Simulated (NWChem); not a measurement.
Molecule: GeH$_{4}$S; SMILES [GeH3][SH]

```xyz
6

Ge    -0.0109    -0.7080     0.0000
S     -0.0533     1.5388     0.0000
H      0.7055    -1.2505     1.2649
H     -1.5008    -1.1226     0.0068
H      0.6938    -1.2516    -1.2710
H      1.3031     1.6612    -0.0003
```
Atoms are numbered in this order, from 1.

Program: NWChem. Geometry: optimised at PBE-D3(BJ)/def2-SVP. Total energies compare along this basis series because the functional is fixed.

```tsv
level	basis functions	energy (Ha)	highest occupied level (eV)	orbital gap (eV)	dipole (D)
Hartree-Fock/pcseg-1	65	-2474.9326	-10.23	13.24	1.67
Hartree-Fock/aug-pcseg-1	99	-2474.9393	-10.18	10.96	1.50
Hartree-Fock/pcseg-2	133	-2475.2666	-10.17	12.76	1.50
Hartree-Fock/STO-3G	31	-2447.2714	-7.10	16.99	1.14
Hartree-Fock/def2-SVP	70	-2474.8508	-10.10	13.65	1.54
```
